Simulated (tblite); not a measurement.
(SiH3)(GeH3)PPF2, F2GeH6P2Si.
Geometry (GFN2-xTB, Å), atoms numbered from 1 in this order:
```
atom  x, y, z in Å
F1     0.4907    2.8695   -0.8204
P2     0.9592    1.5904    0.0557
F3     2.4918    1.6567   -0.4512
P4     0.2393    0.0258   -1.2673
Si5   -1.8627    0.2495   -0.4747
Ge6    0.9935   -1.5232    0.2655
H7    -2.5706   -0.9535   -0.9097
H8    -2.3954    1.4595   -1.0989
H9    -1.9116    0.3695    0.9875
H10    0.6514   -1.2233    1.6991
H11    2.4863   -1.6434    0.1939
H12    0.4293   -2.8781   -0.0437
```

Computed with GFN2-xTB (tblite): harmonic, unscaled wavenumbers at the GFN2-xTB geometry, gas phase. The method is semi-empirical: single wavenumbers can be off by several per cent or more. Modes of hydrogen on germanium and silicon can be 10 to 20 % off. One conformer, not necessarily the lowest.

Harmonic wavenumbers (cm⁻¹): 39.3, 69.0, 75.8, 86.5, 91.8, 113.2, 208.9, 236.2, 337.0, 370.2, 424.8, 431.7, 469.6, 489.6, 524.3, 554.5, 698.7, 736.9, 744.2, 745.0, 764.7, 771.4, 848.7, 855.4, 1918.8, 2014.0, 2037.0, 2209.9, 2263.3, 2280.3.

A = 1497, B = 944.1, C = 645.0 MHz; mass 207.889 u (most abundant isotopes); point group C1, symmetry number 1.

Problem. Zero-point energy?

Solution. ½Σν̃ = 11705 cm⁻¹ = 33.47 kcal/mol.

Problem. What is S at 298.15 K and 1 bar for an ideal gas of classical rigid rotors and harmonic oscillators?

Solution. Translation 41.93, rotation 30.25, vibration 36.42: S = 108.6 cal/(mol K).

Problem. And Cp and H(298.15 K) − H(0)?

Solution. Cp = 39.88 cal/(mol K), of which vibrations give 31.93 (their classical limit is 30 R = 59.6); H(298.15 K) − H(0) = 7.75 kcal/mol without the zero-point energy, 5.38 from vibrations.

Problem. Which modes carry the vibrational entropy at 298.15 K?

Solution. 39.3 cm⁻¹: 5.29; 69.0 cm⁻¹: 4.18; 75.8 cm⁻¹: 4.00; 86.5 cm⁻¹: 3.74; 91.8 cm⁻¹: 3.62; 113.2 cm⁻¹: 3.21 cal/(mol K); the other 24 give 12.38 together.

Problem. How do the functions run with temperature in this model?

Solution. 
```csv
T (K),S (cal/(mol K)),Cp (cal/(mol K)),H − H(0) (kcal/mol),G − H(0) (kcal/mol),ln q(vib)
100,76.1,21.7,1.52,-6.09,2.69
200,94.3,31.9,4.20,-14.65,6.14
300,108.8,40.0,7.82,-24.83,9.30
500,131.7,49.2,16.86,-49.00,14.93
800,156.6,56.4,32.81,-92.45,21.89
1000,169.5,59.3,44.40,-125.09,25.79
```

q(vib) and H(0) count from the zero-point level.

Problem. What must be added to the electronic energy to get the Gibbs energy at 298.15 K and 1 bar?

Solution. ZPE + [H(298.15 K) − H(0)] − T·S = 33.47 + 7.75 − 32.38 = 8.84 kcal/mol.

Problem. Blend soft modes into free rotors: weight 1/[1 + (100 cm⁻¹/ν̃)⁴] for the oscillator and the rest for a rotor with moment μB/(μ + B), μ = h/(8π²ν), B = 10⁻⁴⁴ kg m². What vibrational entropy results?

Solution. 32.48 cal/(mol K) in place of 36.42, which changes −T·S at 298.15 K by +1.18 kcal/mol.

Hindered rotation and anharmonicity are outside this model. Other conformers, if any are populated, would add a mixing term that is left out. The structure is chiral; the term R ln 2 for an equal mix with its mirror image is left out.
